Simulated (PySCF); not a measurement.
GeH₃, SMILES [GeH3] (connectivity only; charge and spin as stated), charge +1, multiplicity 1.

Geometry: r2SCAN-D4/def2-TZVPD. The multiplicity is an assumed one; other spin states were not compared. The isomer is the one that the SMILES or the coordinates give; other isomers of the formula were not compared.

Two levels are set side by side: TDA-PBE/def2-TZVPD (PySCF) and TDA-LC-ωPBE/def2-TZVPD (PySCF). Vertical, same geometry. The lowest singlet is HOMO→LUMO 100 % with PBE and HOMO−1→LUMO 99 % with the other functional; states are paired by order. Differences are taken from unrounded values.

```json
[
 {"quantity": "lowest singlet excitation (eV)", "TDA-LC-ωPBE": "5.65"},
 {"quantity": "lowest triplet excitation (TDA) (eV)", "TDA-LC-ωPBE": "4.91"},
 {"quantity": "first bright state (f over 0.05) (eV)", "TDA-LC-ωPBE": "10.74"},
 {"quantity": "its oscillator strength", "TDA-LC-ωPBE": "0.21"}
]
```

**Question.** What does TDA-PBE give, and how far is it from TDA-LC-ωPBE? (Estimate from the structure and the level; the computed values follow.)

**Answer.** 
```
quantity                               TDA-PBE  TDA-PBE minus TDA-LC-ωPBE
-------------------------------------  -------  -------------------------
lowest singlet excitation (eV)            5.15                      -0.50
lowest triplet excitation (TDA) (eV)      4.51                      -0.39
first bright state (f over 0.05) (eV)     9.60                      -1.14
its oscillator strength                   0.10                      -0.11
```

A lower first singlet is the usual sign of a functional without exact exchange. Differences between two approximate levels are no errors against the true value.

Rough cost on one machine, each run with all the roots and properties that it gave: TDA-LC-ωPBE against TDA-PBE within a factor of 2.
